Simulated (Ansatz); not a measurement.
Energy difference R1 + R2 → P1 + P2, each structure at its B3LYP-D3(BJ)/def2-TZVP stationary point, reached from a drawn start (curvature not checked).
R1: Cl atom, charge 0, multiplicity 2.
P1: H atom, charge 0, multiplicity 2.
R2: H2 (SMILES [H][H]), charge 0, multiplicity 1.
P2, HCl (SMILES Cl) (charge 0, multiplicity 1):
| atom | x (Å) | y (Å) | z (Å) |
|---|---|---|---|
| Cl | 0.0000 | 0.0000 | 0.6410 |
| H | 0.0000 | 0.0000 | -0.6410 |

P less R. No zero-point or thermal terms; singlets are restricted closed shells; open shells are unrestricted; no spin–orbit coupling.

Correlated levels freeze the cores. CBS(a, b) extrapolates the correlation energy as X⁻³ and adds the Hartree–Fock energy of set b.

Programs: Ansatz (Gaussian orbitals). All values are computed, each at the level named.

Task: One of these levels gives 6.80 kcal/mol for the reaction energy. Which?
A) r2SCAN/def2-TZVPPD
B) MP2/CBS(aug-cc-pV(T+d)Z, aug-cc-pV(Q+d)Z)
C) MP2/aug-cc-pV(Q+d)Z
D) HF/aug-cc-pV(Q+d)Z

Result: D, HF/aug-cc-pV(Q+d)Z. The others give 1.17 (r2SCAN/def2-TZVPPD), -2.64 (MP2/aug-cc-pV(Q+d)Z), -3.03 (MP2/CBS(aug-cc-pV(T+d)Z, aug-cc-pV(Q+d)Z))

Ansatz is a program for electronic structure.
